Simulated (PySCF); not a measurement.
## A small calculation by hand: oscillator strength and radiative lifetime

C3H7NOSi, SMILES C1=CO[SiH2]NC1.

The structure is a stationary point at B3LYP-D3(BJ)/def2-SVP. This is a generated structure with no PubChem entry under its InChIKey; it may be hypothetical. The values are those of a single conformer.

TDDFT-PBE/def2-SVPD run with PySCF puts the first singlet state with f over 0.02 at 6.18 eV (vertical), with the transition dipole (-0.008, 0.361, -0.215) in atomic units.

**Question.** Find the oscillator strength, the wavelength and the radiative lifetime that this transition would have in vacuum if emission retraced absorption.

**Answer.** 
|μ|² = 0.1766 au, so |μ| = 1.07 D. ΔE = 6.18/27.211 = 0.2271 hartree. f = (2/3) ΔE |μ|² = 0.027 (the program prints 0.027).
λ = 1239.84/6.18 = 201 nm; ν = 49845 cm⁻¹.
Einstein's coefficient A = 0.6670 ν² f s⁻¹ (ν in cm⁻¹) = 4.4e7 s⁻¹, so τ = 1/A = 23 ns. This state is S8; the lower singlets have f = 0.009, 0.002, 0.008, 0.010, 0.003, 0.003, 0.003. The figure is the radiative limit of this one transition; relaxation, internal conversion, crossing to triplets and a medium change what is measured.
